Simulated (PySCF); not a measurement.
Computed with B3LYP-D3(BJ)/def2-TZVP // PBE0-D4/def2-SVP run with PySCF 2.14.0. Gas-phase values, no solvent. B3LYP has the VWN-RPA correlation part, as in Gaussian. 

Reference species (SMILES): `[F][Sn]([CH2]C)([F])[F]` (neutral, multiplicity 1).

The LUMO is -2.34 eV and the HOMO–LUMO gap comes out as 6.97 eV.

Changed species: `[F][Sn]([F])([F])[F]` (0 of 4 F replaced by C2H5; the reference has 1 of 4 F replaced by C2H5).

Problem. What does the change do to the LUMO and HOMO–LUMO gap?

Solution. the LUMO drops by 2.00 eV, to -4.34 eV; the HOMO–LUMO gap goes up by 0.77 eV, to 7.74 eV.
